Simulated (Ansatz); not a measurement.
Consider the ligand exchange at a B–C bond: `BC` + `OBF` → `BOBF` + CH₄.

Gas-phase electronic energies from Ansatz, PBE0-D4/def2-TZVP geometries. CBS: MP2 limit from def2 TZ/QZ plus the TZ coupled-cluster correction, frozen cores. This one scheme is used for every species. Functionals use def2-TZVPP. B3LYP here is the variant with VWN-RPA as its local correlation; programs differ in this. HSE06 is defined as in plane-wave codes. One conformer a species, not always the lowest.

```json
{"level": "LDA (SPW92)", "ΔE (kcal/mol)": "-26.0", "difference from CCSD(T)/CBS": "1.9"}
{"level": "PBE-D4", "ΔE (kcal/mol)": "-25.9", "difference from CCSD(T)/CBS": "2.0"}
{"level": "revPBE-D4", "ΔE (kcal/mol)": "-25.7", "difference from CCSD(T)/CBS": "2.2"}
{"level": "BLYP-D4", "ΔE (kcal/mol)": "-28.0", "difference from CCSD(T)/CBS": "-0.1"}
{"level": "r2SCAN-D4", "ΔE (kcal/mol)": "-27.4", "difference from CCSD(T)/CBS": "0.5"}
{"level": "B97M-V", "ΔE (kcal/mol)": "-27.6", "difference from CCSD(T)/CBS": "0.3"}
{"level": "PBE0-D4", "ΔE (kcal/mol)": "-26.4", "difference from CCSD(T)/CBS": "1.5"}
{"level": "B3LYP-D4", "ΔE (kcal/mol)": "-28.3", "difference from CCSD(T)/CBS": "-0.4"}
{"level": "r2SCANh-D4", "ΔE (kcal/mol)": "-27.4", "difference from CCSD(T)/CBS": "0.5"}
{"level": "r2SCAN0-D4", "ΔE (kcal/mol)": "-27.6", "difference from CCSD(T)/CBS": "0.3"}
{"level": "HSE06-D4", "ΔE (kcal/mol)": "-26.4", "difference from CCSD(T)/CBS": "1.5"}
{"level": "BHLYP-D4", "ΔE (kcal/mol)": "-29.2", "difference from CCSD(T)/CBS": "-1.3"}
{"level": "CAM-B3LYP-D4", "ΔE (kcal/mol)": "-28.6", "difference from CCSD(T)/CBS": "-0.7"}
{"level": "ωB97M-V", "ΔE (kcal/mol)": "-27.5", "difference from CCSD(T)/CBS": "0.4"}
{"level": "PBE-QIDH", "ΔE (kcal/mol)": "-27.4", "difference from CCSD(T)/CBS": "0.5"}
{"level": "PBE", "ΔE (kcal/mol)": "-25.8", "difference from CCSD(T)/CBS": "2.1"}
{"level": "revPBE", "ΔE (kcal/mol)": "-25.5", "difference from CCSD(T)/CBS": "2.4"}
{"level": "BLYP", "ΔE (kcal/mol)": "-27.8", "difference from CCSD(T)/CBS": "0.1"}
{"level": "r2SCAN", "ΔE (kcal/mol)": "-27.3", "difference from CCSD(T)/CBS": "0.6"}
{"level": "B3LYP", "ΔE (kcal/mol)": "-28.1", "difference from CCSD(T)/CBS": "-0.2"}
{"level": "r2SCANh", "ΔE (kcal/mol)": "-27.4", "difference from CCSD(T)/CBS": "0.5"}
{"level": "r2SCAN0", "ΔE (kcal/mol)": "-27.5", "difference from CCSD(T)/CBS": "0.4"}
{"level": "HSE06", "ΔE (kcal/mol)": "-26.3", "difference from CCSD(T)/CBS": "1.6"}
{"level": "BHLYP", "ΔE (kcal/mol)": "-29.0", "difference from CCSD(T)/CBS": "-1.1"}
{"level": "CAM-B3LYP", "ΔE (kcal/mol)": "-28.5", "difference from CCSD(T)/CBS": "-0.6"}
{"level": "LC-ωPBE", "ΔE (kcal/mol)": "-26.4", "difference from CCSD(T)/CBS": "1.5"}
{"level": "RPA@PBE/def2-TZVPP", "ΔE (kcal/mol)": "-28.2", "difference from CCSD(T)/CBS": "-0.3"}
{"level": "MP2/def2-SVP", "ΔE (kcal/mol)": "-30.7", "difference from CCSD(T)/CBS": "-2.8"}
{"level": "CCSD/def2-SVP", "ΔE (kcal/mol)": "-30.3", "difference from CCSD(T)/CBS": "-2.4"}
{"level": "CCSD(T)/def2-SVP", "ΔE (kcal/mol)": "-30.5", "difference from CCSD(T)/CBS": "-2.6"}
{"level": "HF/def2-TZVPP", "ΔE (kcal/mol)": "-30.3", "difference from CCSD(T)/CBS": "-2.4"}
{"level": "MP2/def2-TZVPP", "ΔE (kcal/mol)": "-28.3", "difference from CCSD(T)/CBS": "-0.4"}
{"level": "SCS-MP2/def2-TZVPP", "ΔE (kcal/mol)": "-28.7", "difference from CCSD(T)/CBS": "-0.8"}
{"level": "CCSD/def2-TZVPP", "ΔE (kcal/mol)": "-28.1", "difference from CCSD(T)/CBS": "-0.2"}
{"level": "HF/def2-QZVPP", "ΔE (kcal/mol)": "-30.5", "difference from CCSD(T)/CBS": "-2.6"}
{"level": "MP2/def2-QZVPP", "ΔE (kcal/mol)": "-28.3", "difference from CCSD(T)/CBS": "-0.4"}
{"level": "SCS-MP2/def2-QZVPP", "ΔE (kcal/mol)": "-28.7", "difference from CCSD(T)/CBS": "-0.8"}
{"level": "HF/CBS(def2)", "ΔE (kcal/mol)": "-30.6", "difference from CCSD(T)/CBS": "-2.7"}
{"level": "MP2/CBS(def2)", "ΔE (kcal/mol)": "-28.1", "difference from CCSD(T)/CBS": "-0.2"}
{"level": "CCSD/CBS(def2)", "ΔE (kcal/mol)": "-27.9", "difference from CCSD(T)/CBS": "0.0"}
{"level": "CCSD(T)/CBS", "ΔE (kcal/mol)": "-27.9", "difference from CCSD(T)/CBS": "0"}
```

Largest T1 diagnostic among the species: 0.013.

From BLYP to BHLYP (50 % exact exchange), in def2-TZVPP and without D4, ΔE moves by −1.2 kcal/mol. At CCSD(T), def2-SVP lies −2.6 kcal/mol from the extrapolated value and def2-TZVPP −0.1 kcal/mol.
